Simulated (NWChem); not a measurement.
# Correlation energy of vinylene carbonate (C3H2O3)

```xyz
8

O      0.0000     0.0000    -1.9753
C      0.0000     0.0000    -0.7885
O     -1.1038     0.0000     0.0229
C     -0.6685     0.0000     1.3282
C      0.6685     0.0000     1.3282
O      1.1038     0.0000     0.0229
H     -1.4173     0.0000     2.1143
H      1.4173     0.0000     2.1143
```
Charge 0, spin multiplicity 1.

Everything below was run with NWChem. All single points use one geometry, from B3LYP/def2-SVP, a minimum by its harmonic frequencies.

Basis set: 3-21G. Each correlation energy counts from its own Hartree-Fock reference.

The correlated methods keep 6 core orbitals frozen. Coupled-cluster values serve here as a point of comparison, not as the truth.

One of these methods gave a correlation energy of -650.8 mHa. Which?
(A) CR-CCSD[T]
(B) CCSD+T(CCSD)
(C) CR-CCSD(T)
(D) CCSD(T)

A, CR-CCSD[T]. The others give -655.6 (CCSD(T)), -658.4 (CCSD+T(CCSD)), -648.8 (CR-CCSD(T)).
